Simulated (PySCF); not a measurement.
# Excitation energy of Tc by level of theory

Tc [Kr] 4d5 5s2 (6S) → Tc [Kr] 4d7 (4F), as a difference of total energies. Computed with PySCF 2.14 in def2-TZVPPD with the def2 core potential (28 electrons) (6s4p3d2f1g, 56 functions), with scalar relativity through the core potential. Correlated levels: valence and next inner shell: nothing frozen outside the core potential. The calculations carry no spin-orbit coupling.

```csv
method,excitation energy (eV)
UHF,3.813
MP2 (valence and next inner shell),2.987
SCS-MP2 (valence and next inner shell),2.771
CCSD (valence and next inner shell),3.071
CCSD(T) (valence and next inner shell),3.002
```

Q: How much does correlation contribute at CCSD(T) (valence and next inner shell)?

A: 3.002 − (3.813) = -0.811 eV, measured against UHF.
